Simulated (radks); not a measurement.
The numbers below are computed, except where a source is named.
All-electron atom: Yb3+ in [Xe] 4f13 (the NIST ground configuration). Code: a radial shooting solver on a logarithmic mesh with Libxc functionals. Model: scalar-relativistic Kohn-Sham, SCAN, spin-polarised, spherical densities, finite nucleus; open shells are filled with parallel spins first (spin-orbit coupling, left out, can overturn this in heavy ions); meta-GGA in the generalised Kohn-Sham scheme; Fermi nuclear charge, rms radius 5.3108 fm.

Radial electron density D(r) = 4 pi r^2 rho(r):

| r (bohr) | D(r) (e/bohr) | spin D(r) |
|---|---|---|
| 0.001433 | 10.53 | 0.00000176 |
| 0.001641 | 12.91 | 0.00000213 |
| 0.001881 | 15.78 | 0.00000255 |
| 0.002172 | 19.40 | 0.00000305 |
| 0.002488 | 23.44 | 0.00000356 |
| 0.002851 | 28.13 | 0.00000407 |
| 0.003292 | 33.86 | 0.00000456 |
| 0.003772 | 39.98 | 0.00000488 |
| 0.004356 | 47.17 | 0.00000491 |
| 0.004991 | 54.51 | 0.00000442 |
| 0.005718 | 62.18 | 0.00000309 |
| 0.006604 | 70.37 | 2.26e-07 |
| 0.007566 | 77.77 | -0.00000456 |
| 0.008668 | 84.38 | -0.0000123 |
| 0.01001 | 89.97 | -0.0000251 |
| 0.01147 | 93.45 | -0.0000433 |
| 0.01314 | 94.85 | -0.0000692 |
| 0.01517 | 94.04 | -0.000108 |
| 0.01739 | 91.48 | -0.000156 |
| 0.01992 | 88.06 | -0.000220 |
| 0.023 | 84.91 | -0.000302 |
| 0.02635 | 83.98 | -0.000394 |
| 0.03019 | 86.39 | -0.000494 |
| 0.03487 | 93.24 | -0.000599 |
| 0.03995 | 103.1 | -0.000679 |
| 0.04577 | 114.2 | -0.000707 |
| 0.05286 | 123.7 | -0.000608 |
| 0.06056 | 127.1 | -0.000250 |
| 0.06994 | 123.2 | 0.000753 |
| 0.08013 | 113.7 | 0.00300 |
| 0.0918 | 103.1 | 0.00790 |
| 0.106 | 96.74 | 0.0186 |
| 0.1215 | 98.58 | 0.0385 |
| 0.1392 | 106.4 | 0.0745 |
| 0.1607 | 114.0 | 0.141 |
| 0.1841 | 112.2 | 0.240 |
| 0.2109 | 98.95 | 0.382 |
| 0.2436 | 77.58 | 0.586 |
| 0.2791 | 60.70 | 0.821 |
| 0.3198 | 54.30 | 1.07 |
| 0.3693 | 58.21 | 1.30 |
| 0.4231 | 64.29 | 1.45 |
| 0.4847 | 64.70 | 1.49 |
| 0.5598 | 56.33 | 1.41 |
| 0.6414 | 43.67 | 1.23 |
| 0.7348 | 31.67 | 1.01 |
| 0.8486 | 22.80 | 0.772 |
| 0.9722 | 17.73 | 0.561 |
| 1.123 | 14.14 | 0.364 |
| 1.286 | 11.14 | 0.215 |
| 1.474 | 8.083 | 0.110 |
| 1.702 | 5.055 | 0.0479 |
| 1.95 | 2.816 | 0.0196 |
| 2.234 | 1.341 | 0.00613 |
| 2.58 | 0.5040 | 0.00112 |
| 2.956 | 0.1643 | -0.0000320 |
| 3.387 | 0.04342 | -0.000144 |
| 3.911 | 0.008296 | -0.0000693 |
| 4.481 | 0.001357 | -0.0000219 |

D(r) has 4 maxima, at r = 0.0135, 0.0606, 0.169, 0.458 bohr, and minima at 0.0257, 0.110, 0.322 bohr, inside which lie 1.91, 11.14, 29.68 electrons.
